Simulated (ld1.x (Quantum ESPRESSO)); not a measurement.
**sulfur (S): variants of one TM semilocal potential**

Base potential:

- Element: S (Z = 16)
- Generator: ld1.x (Quantum ESPRESSO) 7.5
- Type: norm-conserving Troullier–Martins (semilocal form)
- Functional: PBE
- Relativity: non-relativistic
- Frozen core: [Ne]
- Valence charge: 6
- Reference configuration: 3s2 3p1 (charge +3)
- Partial waves: 3p (bound): rc 1.00 bohr; 3d channel at 0.45 Ry: rc 1.30 bohr; 3s (bound): rc 1.30 bohr
- Local potential: the s channel
- Core correction: a·sin(br)/r model core inside 0.90 bohr

Cutoffs, loose and tight: the cutoffs (Ry, on a coarse ladder) from which the occupation-weighted sum of valence levels, in a spherical-Bessel basis at the reference potential, stays within 10 and 1 mRy of its value at 400 Ry. They do not see the model core or the augmentation charge, which bear on the density cutoff. Test errors are all-electron minus pseudo excitation energies from the reference, over the configurations 3s2 3p4; 3s2 3p3; 3s2 3p2; 3s2 3p3.5; 3s0 3p6; 3s1 3p5; 3s2 3p0. A dash means not determined; rows that change the core or the reference have their own tests.

Cutoffs are not given where the Bessel-basis levels miss the radial ones by over 6 mRy, ghosts where they miss by over 20 mRy; a channel whose overlap is not positive is not tested.

A semilocal file is local in each channel, so a ghost entry of none says nothing of the separable form that plane-wave codes build from it.

```tsv
change	outcome	cutoff, loose	cutoff, tight	bound ghosts	largest test error (meV)
base	generated	110 Ry	160 Ry	none	+121
wave 3p (bound): rc 1.00 bohr becomes 3p (bound): rc 0.68 bohr	generated, misses its reference levels by 0.23 eV	–	–	none	+1046
wave 3p (bound): rc 1.00 bohr becomes 3p (bound): rc 0.84 bohr	generated	over 300 Ry	over 300 Ry	none	+279
wave 3p (bound): rc 1.00 bohr becomes 3p (bound): rc 1.02 bohr	generated	100 Ry	140 Ry	none	+115
wave 3p (bound): rc 1.00 bohr becomes 3p (bound): rc 1.28 bohr	generated	50 Ry	70 Ry	none	+92
wave 3p (bound): rc 1.00 bohr becomes 3p (bound): rc 1.50 bohr	generated	45 Ry	70 Ry	none	+92
```

(1) What comes out with this change to the base: wave 3p (bound): rc 1.00 bohr becomes 3p (bound): rc 1.14 bohr?

Results:

(1) outcome: generated; cutoff, loose: 70 Ry; cutoff, tight: 110 Ry; bound ghosts: none; largest test error (meV): +99.

Reading the sweep of the p radius (base included, trends over the rows without a ghost): The loose cutoff falls from 110 Ry at 1 to 45 Ry at 1.5 bohr. A larger radius leaves more room for a smooth pseudo-wave, so fewer plane waves are needed; a smaller one forces it to follow the all-electron wave where it bends sharply. The median size of the test errors (rows with all tests solved) falls from 790.7 meV at 0.68 to 76.0 meV at 1.5 bohr. This runs against the usual rule that a larger radius transfers worse; these runs do not show why.
